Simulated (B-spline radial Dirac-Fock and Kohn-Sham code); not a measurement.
What relativity does to the binding energies of Si

System: neutral silicon, [Ne] 3s2 3p2.

Both columns are ΔSCF binding energies of the configuration average from a radial B-spline solver: non-relativistic Hartree-Fock with a point nucleus, and Dirac-Fock with a finite nucleus and the Coulomb interaction alone, averaged over the two j levels with weights 2j+1.

```tsv
shell	Hartree-Fock (eV)	Dirac-Fock (eV)	shift (eV)	shift (%)
1s	1845.3	1850.1	+4.78	+0.26
2s	160.7	161.5	+0.70	+0.44
2p	108.2	108.1	-0.07	-0.07
3s	13.97	14.01	+0.05	+0.34
3p	7.12	7.10	-0.01	-0.16
```

Relativity binds 1s, 2s, 3s more strongly, among those listed most of all 2s in relative terms, and 2p, 3p more weakly.

Values without a named source are computed, but for edge energies of neutral atoms, which are taken from tables.
